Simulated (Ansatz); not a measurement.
Computed with Ansatz.

Basis-set series for `OC1[Se][Se]1`. Charge 0, multiplicity 1. All single points use the PBE0-D4/def2-TZVP geometry. It is one conformer, not always the lowest.

```json
{"functional": "PBE0-D4", "basis": "def2-SVP", "functions": "102", "energy (Eh)": "-4916.25458", "HOMO (eV)": "-5.80", "LUMO (eV)": "-2.11"}
{"functional": "PBE0-D4", "basis": "def2-QZVPP", "functions": "352", "energy (Eh)": "-4917.09180", "HOMO (eV)": "-5.97", "LUMO (eV)": "-2.28"}
{"functional": "ωB97M-V", "basis": "def2-SVP", "functions": "102", "energy (Eh)": "-4916.63350", "HOMO (eV)": "-7.92", "LUMO (eV)": "-0.06"}
{"functional": "ωB97M-V", "basis": "def2-QZVPP", "functions": "352", "energy (Eh)": "-4917.46815", "HOMO (eV)": "-8.10", "LUMO (eV)": "-0.37"}
```

Q: Give the rows for def2-TZVPP. (An estimate is asked.)

A: The calculation gave: 
```json
{"functional": "PBE0-D4", "basis": "def2-TZVPP", "functions": "186", "energy (Eh)": "-4916.98417", "HOMO (eV)": "-5.94", "LUMO (eV)": "-2.25"}
{"functional": "ωB97M-V", "basis": "def2-TZVPP", "functions": "186", "energy (Eh)": "-4917.36388", "HOMO (eV)": "-8.07", "LUMO (eV)": "-0.30"}
```

Scalar relativity is left out up to krypton.
